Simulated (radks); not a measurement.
The numbers below are computed, except where a source is named.
Problem. Radial electron density D(r) = 4 pi r^2 rho(r) of an atom or ion with 26 electrons. Code: a radial shooting solver on a logarithmic mesh with Libxc functionals. Model: scalar-relativistic Kohn-Sham, PBE, spin-polarised, spherical densities, finite nucleus; Fermi nuclear charge, rms radius of each element as measured or else 0.836 A^(1/3) + 0.57 fm.

| r (bohr) | D(r) (e/bohr) | spin D(r) |
|---|---|---|
| 0.003055 | 1.481 | -0.0000472 |
| 0.003472 | 1.861 | -0.0000593 |
| 0.003914 | 2.299 | -0.0000732 |
| 0.004449 | 2.870 | -0.0000914 |
| 0.005016 | 3.522 | -0.000112 |
| 0.005701 | 4.362 | -0.000139 |
| 0.006428 | 5.307 | -0.000169 |
| 0.007306 | 6.505 | -0.000207 |
| 0.008237 | 7.828 | -0.000248 |
| 0.009362 | 9.469 | -0.000300 |
| 0.01064 | 11.36 | -0.000359 |
| 0.012 | 13.36 | -0.000422 |
| 0.01363 | 15.73 | -0.000496 |
| 0.01537 | 18.12 | -0.000571 |
| 0.01747 | 20.82 | -0.000655 |
| 0.0197 | 23.39 | -0.000735 |
| 0.02239 | 26.05 | -0.000819 |
| 0.02525 | 28.34 | -0.000894 |
| 0.02869 | 30.39 | -0.000964 |
| 0.03235 | 31.79 | -0.00102 |
| 0.03677 | 32.58 | -0.00106 |
| 0.04146 | 32.59 | -0.00108 |
| 0.04712 | 31.83 | -0.00107 |
| 0.05355 | 30.41 | -0.000986 |
| 0.06038 | 28.75 | -0.000776 |
| 0.06862 | 27.02 | -0.000248 |
| 0.07737 | 25.88 | 0.000828 |
| 0.08794 | 25.59 | 0.00318 |
| 0.09915 | 26.43 | 0.00744 |
| 0.1127 | 28.49 | 0.0158 |
| 0.1271 | 31.16 | 0.0295 |
| 0.1444 | 34.10 | 0.0539 |
| 0.1628 | 36.10 | 0.0902 |
| 0.1851 | 36.58 | 0.149 |
| 0.2103 | 34.84 | 0.235 |
| 0.2371 | 31.29 | 0.346 |
| 0.2695 | 26.15 | 0.502 |
| 0.3039 | 21.18 | 0.682 |
| 0.3454 | 16.96 | 0.908 |
| 0.3894 | 14.83 | 1.14 |
| 0.4426 | 14.66 | 1.39 |
| 0.499 | 15.90 | 1.60 |
| 0.5672 | 17.63 | 1.76 |
| 0.6395 | 18.59 | 1.83 |
| 0.7268 | 18.26 | 1.82 |
| 0.8195 | 16.60 | 1.71 |
| 0.9314 | 13.81 | 1.53 |
| 1.059 | 10.65 | 1.30 |
| 1.193 | 7.857 | 1.07 |
| 1.356 | 5.404 | 0.830 |
| 1.529 | 3.680 | 0.625 |
| 1.738 | 2.390 | 0.439 |
| 1.96 | 1.571 | 0.298 |
| 2.228 | 0.9874 | 0.184 |
| 2.511 | 0.6221 | 0.109 |
| 2.854 | 0.3638 | 0.0562 |
| 3.218 | 0.2080 | 0.0268 |
| 3.658 | 0.1060 | 0.0101 |
| 4.124 | 0.05147 | 0.00303 |
| 4.687 | 0.02122 | 0.000283 |

What is the nuclear charge?

Solution. Z = 27. The innermost maximum, from 1s, lies near gamma/Z bohr with gamma = sqrt(1 - (Z/c)^2) = 0.980, here 0.0363 bohr (found: 0.0392), and its height grows with Z. The density is that of the cobalt ion Co+ in [Ar] 3d8; the configuration itself is not fixed sharply by these data, and Z only to about a unit. D(r) has 3 maxima, at r = 0.0392, 0.179, 0.666 bohr, and minima at 0.0852, 0.418 bohr, inside which lie 2.11, 10.73 electrons.
